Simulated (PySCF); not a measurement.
These are ωB97X-D3(BJ)/def2-TZVP // B3LYP-D3(BJ)/def2-TZVP (PySCF) values and carry that method's errors. All species are isolated molecules in the gas phase. One relaxed conformer stands for a flexible species; it need not be the lowest. Excitations are Tamm–Dancoff values on a coarser integration grid. The basis has no diffuse functions, so Rydberg states are missing or too high.

Reference species (SMILES): `NB1B=B1` (H–N–B–B torsion 90°) (neutral, multiplicity 1).

```json
{
  "LUMO": "-1.63 eV",
  "T1 excitation (TDA)": "0.73 eV",
  "S1 excitation (TDA)": "1.19 eV"
}
```

Changed species: `B=BB=N` (B–B–B–N torsion 42°).

### Question
Give the shifts of the LUMO, T1 excitation (TDA) and S1 excitation (TDA).

### Answer
the LUMO falls by 0.44 eV, to -2.07 eV; the T1 excitation (TDA) increases by 2.25 eV, to 2.98 eV; the S1 excitation (TDA) rises by 2.67 eV, to 3.86 eV.
